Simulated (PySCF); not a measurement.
## Ar (argon, neutral) across methods

[Ar], closed-shell 1S. Calculation: PySCF 2.14, in dyall-av3z (19s12p3d2f, 84 functions); the spin-free X2C one-electron Hamiltonian (Gaussian nucleus).

```json
{"method": "LDA", "E (hartree)": "-527.7511", "mean ε 2p (eV)": "-229.78", "mean ε 3s (eV)": "-24.262", "mean ε 3p (eV)": "-10.388", "Σ⟨r²⟩ (bohr²)": "26.25", "⟨S²⟩": "0.000"}
{"method": "r2SCAN", "E (hartree)": "-529.3408", "mean ε 2p (eV)": "-233.09", "mean ε 3s (eV)": "-25.398", "mean ε 3p (eV)": "-10.712", "Σ⟨r²⟩ (bohr²)": "25.94", "⟨S²⟩": "0.000"}
{"method": "M06", "E (hartree)": "-529.3635", "mean ε 2p (eV)": "-238.53", "mean ε 3s (eV)": "-27.185", "mean ε 3p (eV)": "-11.840", "Σ⟨r²⟩ (bohr²)": "25.84", "⟨S²⟩": "0.000"}
{"method": "BHandHLYP", "E (hartree)": "-529.3796", "mean ε 2p (eV)": "-245.73", "mean ε 3s (eV)": "-30.023", "mean ε 3p (eV)": "-13.529", "Σ⟨r²⟩ (bohr²)": "26.04", "⟨S²⟩": "0.000"}
{"method": "PBE0", "E (hartree)": "-529.2137", "mean ε 2p (eV)": "-237.71", "mean ε 3s (eV)": "-27.226", "mean ε 3p (eV)": "-11.963", "Σ⟨r²⟩ (bohr²)": "25.99", "⟨S²⟩": "0.000"}
{"method": "UHF", "E (hartree)": "-528.63180", "mean ε 2p (eV)": "-260.54", "mean ε 3s (eV)": "-35.007", "mean ε 3p (eV)": "-16.065", "Σ⟨r²⟩ (bohr²)": "25.98", "⟨S²⟩": "0.000"}
{"method": "PBE", "E (hartree)": "-529.1757", "mean ε 2p (eV)": "-229.79", "mean ε 3s (eV)": "-24.284", "mean ε 3p (eV)": "-10.270", "Σ⟨r²⟩ (bohr²)": "26.18", "⟨S²⟩": "0.000"}
{"method": "PW91", "E (hartree)": "-529.3697", "mean ε 2p (eV)": "-230.03", "mean ε 3s (eV)": "-24.332", "mean ε 3p (eV)": "-10.328", "Σ⟨r²⟩ (bohr²)": "26.17", "⟨S²⟩": "0.000"}
```

Task: Estimate the same row for BLYP.

Result: E (hartree) = -529.3833; mean ε 2p (eV) = -229.93; mean ε 3s (eV) = -24.130; mean ε 3p (eV) = -10.142; Σ⟨r²⟩ (bohr²) = 26.34; ⟨S²⟩ = 0.000.
